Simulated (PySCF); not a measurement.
Electron correlation in O²⁺ (oxygen, charge +2)

[He] 2s1 2p2 3d1, one real determinant (an excited configuration). All numbers are calculated (PySCF 2.14, the non-relativistic Hamiltonian (point nucleus), in dyall-acv3z (15s9p4d2f, 76 functions)). Frozen: 1s2; 4 electrons correlated; the 13 highest virtual orbitals of each spin left out.

MP2 pair energies summed by pair of shells (mhartree):

```csv
pair,energy,share (%)
2p-2p,-7.50,35.5
2s-2p,-6.00,28.4
2p-3d,-4.91,23.2
2s-3d,-2.71,12.8
```

Total MP2 correlation energy: -21.12 mhartree.

Same-spin part -21.12 and opposite-spin part 0.00 mhartree; SCS-MP2 scales them by 1/3 and 6/5 to -7.04 mhartree.

The reference is one real determinant that mixes LS terms of this configuration.
